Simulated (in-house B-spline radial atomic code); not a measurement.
Configurations of Sc²⁺, with energies counted from [Ar] 3d1. Level of theory: scalar-relativistic (X2C) LDA PW92, spin-polarised, spherical fractional occupations, Fermi nucleus of rms radius 3.5459 fm; calculated with a radial B-spline atomic code at the basis-set limit. Shells without spins written out take the highest spin.

Occupations are held fixed; configurations that lie above the ionisation limit could autoionise.

```csv
configuration,E - E(ref) (eV),highest orbital,its <r> (bohr)
[Ar] 4s1,3.3516,4s up,2.913
"[Ne] 3s2 3p(3 up, 2 down) 3d(2 up, 0 down)",29.193,3d up,1.486
[Ne] 3s2 3p5 3d1 4s1,33.852,4s up,2.859
[Ne] 3s2 3p5 3d1 4d1,44.751,4d up,4.412
```

Order these further configurations by energy, lowest first.
A. [Ar] 4d(1 up, 0 down)
B. [Ar] 4f(1 up, 0 down)
C. [Ar] 4p(1 up, 0 down)
D. [Ne] 3s2 3p5 3d1 4f1
E. [Ne] 3s2 3p5 3d1 4p1

C (7.8861 eV), A (13.914 eV), B (17.392 eV), E (38.53 eV), D (48.398 eV).
